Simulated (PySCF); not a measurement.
PbCl2, optimised at PBE/def2-SVP:

```xyz
3

Pb     0.0532     0.1217     0.1968
Cl     0.9271     0.3444    -2.1411
Cl    -1.3543    -1.9424     0.0025
```

Energies from PySCF (xtb for GFN2), thermal terms from the rigid-rotor harmonic-oscillator model, ideal gas at 1 bar. All species are closed-shell singlets. Pb: scalar-relativistic def2 core potential, no spin-orbit coupling.

Question: List the harmonic frequencies (cm⁻¹, unscaled) at this level and at the other levels, each on its own geometry.

Answer: 
- PBE/def2-SVP: 93, 308, 317
- GFN2-xTB: 76, 250, 270
- PBE0/def2-TZVP: 99, 306, 325
